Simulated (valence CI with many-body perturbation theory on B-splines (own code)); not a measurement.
Lu⁵⁶⁺: electric-dipole lines

Level of theory: configuration interaction combined with many-body perturbation theory (CI+MBPT): five valence electrons over a frozen Dirac-Fock core [Ne], a basis of 9 s, 9 p, 8 d, 6 f, 3 g, 1 h functions for each j, with the one-electron correlation potential Σ1 (screened to all orders), the two-electron term Σ2, the three-electron term Σ3, Breit, model QED; selected single and double excitations, second order for the rest (own B-spline code, finite nucleus).

The last digits are not significant, and no measured levels were compared; by estimate large intervals hold to a few tenths of a per cent, small ones and those within an open d or f shell to about a per cent. Among the levels kept, up to 560 cm⁻¹ of a level comes from second order outside the variational space, and about a tenth of that is noise between levels of different J, which matters for small intervals.

Lines 51 to 100 of 229 in falling wavelength, among levels below 806.47 eV, chosen from the strongest by gf and those to the six lowest levels. Wavelengths and rates use the calculated energies. Electric multipoles are in the length gauge, E1 and E2 with the static RPA response of the core. Weak lines are less certain than strong ones. Lines between different terms over intervals too small for the method are left out, as are lines whose strength nearly cancels. The highest levels of a list are the least certain.

Levels are named by their leading jj configuration (3d3/2^4 stands for four electrons in 3d with j = 3/2), which in mixed levels can hold well under half, so a name can repeat and another be missing. Letters in brackets count levels of one name in rising energy.

```csv
λ vac (Å),Upper,Lower,A (s⁻¹),S (a.u.)
69.03,(3s 3p1/2^2 3p3/2 3d5/2) J=5/2 [b],(3s^2 3p1/2 3p3/2 3d5/2) J=5/2 [b],1.35e+10,1.32e-02
68.65,(3s 3p1/2^2 3p3/2^2) J=3/2,(3s^2 3p1/2 3p3/2^2) J=5/2,3.14e+10,2.00e-02
68.39,(3s^2 3p1/2 3d3/2^2) J=5/2,(3s^2 3p1/2 3p3/2 3d3/2) J=3/2 [b],2.59e+09,2.45e-03
67.73,(3s 3p1/2 3p3/2^3) J=1/2,(3s^2 3p3/2^3) J=3/2,3.00e+10,9.20e-03
67.13,(3s 3p1/2^2 3p3/2 3d3/2) J=5/2 [a],(3s 3p1/2^2 3p3/2^2) J=3/2,7.60e+09,6.81e-03
67.01,(3s 3p1/2^2 3p3/2 3d5/2) J=7/2 [a],(3s^2 3p1/2 3p3/2 3d5/2) J=7/2 [a],3.58e+09,4.25e-03
66.88,(3s 3p1/2^2 3p3/2 3d3/2) J=3/2 [b],(3s^2 3p1/2 3p3/2 3d3/2) J=3/2 [a],6.33e+09,3.74e-03
66.88,(3s 3p1/2 3p3/2^3) J=3/2 [b],(3s^2 3p3/2^3) J=3/2,2.11e+10,1.25e-02
66.87,(3s 3p1/2^2 3p3/2 3d3/2) J=3/2 [a],(3s 3p1/2^2 3p3/2^2) J=1/2,3.40e+09,2.01e-03
66.85,(3s 3p1/2^2 3p3/2 3d3/2) J=3/2 [b],(3s^2 3p1/2 3p3/2 3d3/2) J=1/2 [a],7.29e+09,4.30e-03
66.45,(3s 3p1/2^2 3p3/2 3d5/2) J=7/2 [b],(3s^2 3p1/2 3p3/2 3d5/2) J=5/2 [a],9.46e+08,1.10e-03
66.38,(3s 3p1/2^2 3p3/2 3d3/2) J=3/2 [a],(3s 3p1/2^2 3p3/2^2) J=3/2,4.67e+09,2.70e-03
66.17,(3s 3p1/2^2 3p3/2 3d3/2) J=1/2 [a],(3s 3p1/2^2 3p3/2^2) J=1/2,4.81e+09,1.37e-03
65.90,(3s 3p1/2^2 3p3/2 3d3/2) J=5/2 [b],(3s^2 3p1/2 3p3/2 3d3/2) J=7/2,4.26e+10,3.61e-02
65.78,(3s 3p1/2^2 3p3/2 3d3/2) J=3/2 [b],(3s^2 3p1/2 3p3/2 3d3/2) J=5/2 [a],2.24e+10,1.26e-02
65.69,(3s 3p1/2^2 3p3/2 3d3/2) J=1/2 [a],(3s 3p1/2^2 3p3/2^2) J=3/2,2.91e+09,8.14e-04
65.59,(3s 3p1/2^2 3p3/2 3d5/2) J=7/2 [b],(3s^2 3p1/2 3p3/2 3d5/2) J=9/2,3.50e+10,3.90e-02
64.95,(3s^2 3p1/2 3d3/2^2) J=5/2,(3s^2 3p1/2 3p3/2 3d3/2) J=5/2 [b],7.36e+09,5.97e-03
64.61,(3s 3p1/2^2 3p3/2^2) J=3/2,(3s^2 3p1/2 3p3/2^2) J=3/2,1.40e+10,7.47e-03
64.53,(3s^2 3p1/2 3d3/2^2) J=3/2,(3s^2 3p1/2 3p3/2 3d5/2) J=5/2 [a],1.66e+09,8.80e-04
64.37,(3s^2 3p1/2 3p3/2 3d3/2) J=1/2 [a],(3s^2 3p1/2 3p3/2^2) J=1/2,2.47e+09,6.50e-04
64.34,(3s^2 3p1/2 3p3/2 3d3/2) J=3/2 [a],(3s^2 3p1/2 3p3/2^2) J=1/2,2.01e+09,1.06e-03
64.33,(3s^2 3p1/2 3d3/2 3d5/2) J=5/2,(3s^2 3p1/2 3p3/2 3d5/2) J=3/2 [b],2.87e+09,2.27e-03
64.15,(3s 3p1/2^2 3p3/2^2) J=1/2,(3s^2 3p1/2 3p3/2^2) J=3/2,2.47e+08,6.43e-05
63.49,(3s^2 3p1/2 3d3/2 3d5/2) J=3/2,(3s^2 3p1/2 3p3/2 3d5/2) J=1/2,4.71e+09,2.38e-03
63.02,(3s 3p1/2^2 3p3/2 3d3/2) J=5/2 [b],(3s^2 3p1/2 3p3/2 3d3/2) J=3/2 [a],4.64e+09,3.44e-03
62.90,(3s^2 3p1/2 3d3/2 3d5/2) J=7/2,(3s^2 3p1/2 3p3/2 3d5/2) J=7/2 [b],5.59e+09,5.49e-03
62.69,(3s^2 3p1/2 3d3/2 3d5/2) J=7/2,(3s^2 3p1/2 3p3/2 3d5/2) J=5/2 [b],2.08e+09,2.02e-03
61.76,(3s 3p1/2^2 3p3/2 3d3/2) J=1/2 [b],(3s^2 3p1/2 3p3/2 3d3/2) J=3/2 [a],4.31e+10,1.00e-02
61.73,(3s 3p1/2^2 3p3/2 3d3/2) J=1/2 [b],(3s^2 3p1/2 3p3/2 3d3/2) J=1/2 [a],7.44e+09,1.73e-03
61.70,(3s^2 3p1/2 3d3/2 3d5/2) J=5/2,(3s^2 3p1/2 3p3/2 3d5/2) J=7/2 [b],3.09e+09,2.15e-03
61.57,(3s 3p1/2^2 3p3/2 3d5/2) J=7/2 [b],(3s^2 3p1/2 3p3/2 3d5/2) J=7/2 [a],1.67e+10,1.54e-02
61.50,(3s^2 3p1/2 3d3/2 3d5/2) J=5/2,(3s^2 3p1/2 3p3/2 3d5/2) J=5/2 [b],1.14e+09,7.85e-04
61.44,(3s 3p1/2^2 3p3/2 3d5/2) J=3/2 [b],(3s^2 3p1/2 3p3/2 3d5/2) J=5/2 [a],1.15e+10,5.27e-03
61.00,(3s 3p1/2^2 3p3/2 3d5/2) J=5/2 [b],(3s^2 3p1/2 3p3/2 3d5/2) J=3/2 [a],7.10e+09,4.77e-03
60.74,(3s^2 3p1/2 3p3/2 3d3/2) J=5/2 [a],(3s^2 3p1/2 3p3/2^2) J=5/2,5.37e+09,3.57e-03
60.39,(3s 3p1/2^2 3p3/2 3d5/2) J=3/2 [b],(3s^2 3p1/2 3p3/2 3d5/2) J=3/2 [a],1.60e+09,6.96e-04
59.83,(3s^2 3p1/2 3p3/2 3d3/2) J=3/2 [a],(3s^2 3p1/2 3p3/2^2) J=5/2,1.43e+10,6.03e-03
59.66,(3s^2 3p1/2 3d3/2 3d5/2) J=3/2,(3s^2 3p1/2 3p3/2 3d5/2) J=5/2 [b],2.81e+09,1.18e-03
58.86,(3s 3p1/2^2 3p3/2 3d3/2) J=3/2 [b],(3s 3p1/2^2 3p3/2^2) J=1/2,4.69e+09,1.89e-03
58.48,(3s 3p1/2^2 3p3/2 3d3/2) J=3/2 [b],(3s 3p1/2^2 3p3/2^2) J=3/2,1.21e+10,4.78e-03
58.14,(3s 3p1/2^2 3p3/2 3d3/2) J=5/2 [a],(3s 3p1/2^2 3p3/2^2) J=5/2,6.41e+09,3.73e-03
57.57,(3s 3p1/2^2 3p3/2 3d3/2) J=3/2 [a],(3s 3p1/2^2 3p3/2^2) J=5/2,1.52e+10,5.74e-03
57.55,(3s^2 3p1/2 3p3/2 3d3/2) J=5/2 [a],(3s^2 3p1/2 3p3/2^2) J=3/2,9.27e+05,5.23e-07
57.44,(3s^2 3p1/2 3p3/2 3d3/2) J=7/2,(3s^2 3p1/2 3p3/2^2) J=5/2,8.40e+08,6.28e-04
56.95,(3s^2 3p1/2^2 3d3/2) J=3/2,(3s^2 3p1/2^2 3p3/2) J=3/2,1.09e+10,3.97e-03
56.89,(3s^2 3p1/2 3d3/2 3d5/2) J=7/2,(3s^2 3p1/2 3p3/2 3d5/2) J=5/2 [a],3.66e+09,2.66e-03
56.76,(3s^2 3p1/2 3p3/2 3d3/2) J=1/2 [a],(3s^2 3p1/2 3p3/2^2) J=3/2,4.19e+09,7.56e-04
56.73,(3s^2 3p1/2 3p3/2 3d3/2) J=3/2 [a],(3s^2 3p1/2 3p3/2^2) J=3/2,8.89e+08,3.21e-04
56.26,(3s^2 3p1/2 3d3/2 3d5/2) J=7/2,(3s^2 3p1/2 3p3/2 3d5/2) J=9/2,1.11e+09,7.83e-04
```
